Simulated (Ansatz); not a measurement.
Calculated with Ansatz (gas phase, PBE0-D4/def2-TZVP geometries, no zero-point term in ΔE). CBS: MP2 limit from def2 TZ/QZ plus the TZ coupled-cluster correction, frozen cores. This one scheme is used for every species. DFT in def2-TZVPP. B3LYP here is the variant with VWN-RPA as its local correlation; programs differ in this. Each species was taken in one conformer, which may not be the lowest.

Reaction (ligand exchange at the Si–F bond): `F[Si](F)(S)S` + H₂S → `F[Si](S)(S)S` + H–F

`F[Si](F)(S)S`:

```xyz
7

F     1.416   -1.274    0.585
Si    0.416   -0.160    0.073
F     1.053    0.399   -1.266
S    -1.498   -0.910   -0.372
S     0.330    1.263    1.616
H    -1.135   -1.322   -1.601
H    -0.583    2.004    0.964
```

H₂S:

Z-matrix (Å, degrees):
```
S
H 1 1.341
H 1 1.341 2 92.3
```

`F[Si](S)(S)S`:

```xyz
8

F    -0.762    1.111   -0.927
Si   -0.019    0.027   -0.023
S    -0.283    0.513    2.015
S     2.042    0.020   -0.485
S    -0.834   -1.884   -0.405
H    -1.619    0.631    1.901
H     2.165    1.353   -0.336
H    -0.689   -1.772   -1.739
```

H–F:

Z-matrix (Å, degrees):
```
F
H 1 0.920
```

```csv
species,B3LYP-D4 energy (Eh)
`F[Si](F)(S)S`,-1287.16435
H₂S,-399.42766
`F[Si](S)(S)S`,-1586.06716
H–F,-100.49283
```

**Question.** Work out ΔE.

**Answer.** ΔE = (-1586.06716) + (-100.49283) − (-1287.16435) − (-399.42766) = 0.03202 Eh = +84.1 kJ/mol. CCSD(T)/CBS gives +80.5 kJ/mol.

**Question.** What do rigid-rotor, harmonic-oscillator terms from PBE0-D4/def2-TZVP frequencies (298.15 K, 1 bar) make of the CCSD(T)/CBS value? (Estimate.)

**Answer.** Ansatz gave: ΔZPE = +3.0 kJ/mol, ΔH = +84.9 kJ/mol, ΔS = -18 J/(mol·K), ΔG = +90.4 kJ/mol.

Largest T1 diagnostic among the species: 0.012.

In def2-TZVPP, CCSD(T) changes the Hartree–Fock value by −24.0 kJ/mol (the triples alone add −4.9 kJ/mol) and MP2 by −32.0 kJ/mol. From BLYP to BHLYP (50 % exact exchange), in def2-TZVPP and without D4, ΔE moves by +5.7 kJ/mol.
